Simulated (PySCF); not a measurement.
## [Yb(CO)]2+ relaxed at several levels

Computed with PySCF 2.14.0, PBE0, def2-SVP on the ligands, density fitting, scalar-relativistic core potentials, no spin-orbit coupling, vacuum. Each row is relaxed at its own level from the same template. Distances are means of the shortest metal–ligand contacts, charges and spins Mulliken's; removal energies are rigid, with the ligand's formal charge and no counterpoise, so too large; for an anion taken off a cation in vacuum most of it is the attraction of opposite charges, and multiply charged cations can part far more cheaply with an electron moved from ligand to metal. lcecp potentials hold a fixed number of 4f electrons in the core, out of states, spins and gaps.

| level | basis on the metal | point group | M–CO (Å) | charge on M (e) | HOMO–LUMO gap (eV) | removal of one CO (eV) | strongest infrared band, degenerate modes summed (cm⁻¹) | unstable modes (below −25 cm⁻¹) |
| --- | --- | --- | --- | --- | --- | --- | --- | --- |
| PBE0 | def2-SVP with ECP28 | C∞v | 2.652 | 1.82 | 6.82 | 1.31 | 2396 | 0 |

Question: What does the calculation give for PBE0, lcecp-0-SVP with ECP60?

Answer: point group: C∞v, M–CO (Å): 2.747, charge on M (e): 1.80, removal of one CO (eV): 1.18, strongest infrared band, degenerate modes summed (cm⁻¹): 2392, unstable modes (below −25 cm⁻¹): 0.
```xyz
3

Yb    0.0000    0.0000   -0.6100
C     0.0000    0.0000    2.1371
O     0.0000    0.0000    3.2518
```

One start shape was tried for each, so a minimum needn't be the lowest isomer.
